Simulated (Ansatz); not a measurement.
Isomers of CH6NSbSi, relaxed with PBE0-D4/def2-TZVP in Ansatz; electronic energies, one conformer each and not always the lowest. Functionals use def2-TZVPP; CBS adds triple-zeta CCSD(T) − MP2 to the MP2 limit of def2-TZVPP and def2-QZVPP.

Elements past krypton have def2 core potentials. Outer-core shells of Sb are correlated without core-valence functions. Spin–orbit coupling is left out.

(1) Order them by energy at frozen-core CCSD(T)/CBS, lowest first. (Estimate.)
A. `C1[NH][SbH][SiH2]1`
B. `[CH2]1N[SiH2][SbH]1`
C. `C=N[SiH2][SbH2]`

(2) How do ωB97M-V, B3LYP, PBE-D4, r2SCAN-D4 place them (kcal/mol, against `[CH2]1N[SiH2][SbH]1`)? (Best estimate.)

## Answers

(1) B (0.0 kcal/mol), C (9.4 kcal/mol), A (15.3 kcal/mol).

(2) Computed: 
| isomer | ωB97M-V | B3LYP | PBE-D4 | r2SCAN-D4 |
| --- | --- | --- | --- | --- |
| `C=N[SiH2][SbH2]` | 8.4 | 4.6 | 8.4 | 7.7 |
| `C1[NH][SbH][SiH2]1` | 15.7 | 15.3 | 13.3 | 14.6 |

B3LYP here is the variant with VWN-RPA as its local correlation; programs differ in this.
